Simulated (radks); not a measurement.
The thallium ion Tl+ is in [Hg]. Method: scalar-relativistic Kohn-Sham, LDA (Slater exchange, Perdew-Wang correlation), spin-polarised, spherical densities, finite nucleus; Fermi nuclear charge, rms radius of each element as measured or else 0.836 A^(1/3) + 0.57 fm; computed with a radial shooting solver on a logarithmic mesh with Libxc functionals. Open shells are filled with parallel spins first. One electron is removed from 6s, 5p, 5d, 4f in turn, with full relaxation. Which removal costs least, and what does each cost?

Answer. 6s 20.986 eV; 5d 29.425 eV; 5p 91.222 eV; 4f 135.28 eV. The 6s electron leaves first.
